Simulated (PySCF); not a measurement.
## Electron correlation in K²⁺ (potassium, charge +2)

[Ne] 3s2 3p5, 2P determinant. Calculation: PySCF 2.14, in x2c-TZVPall; the spin-free X2C one-electron Hamiltonian (Gaussian nucleus). Frozen: [Ne] 3s2; 5 electrons correlated.

Total MP2 correlation energy: -83.29 mhartree.

Same-spin part -25.14 and opposite-spin part -58.15 mhartree; SCS-MP2 scales them by 1/3 and 6/5 to -78.16 mhartree.

| level | correlation energy (mhartree) |
| --- | --- |
| CCSD | -94.64 |
| (T) | -0.28 |
| CCSD(T) | -94.92 |

Diagnostics: T1 = 0.0010, D1 = 0.0018, largest double amplitude 0.018.

Cost of the coupled-cluster step: 0.23 s of wall time on 1 thread of Neoverse-V1 (shared host), for 5 correlated electrons.
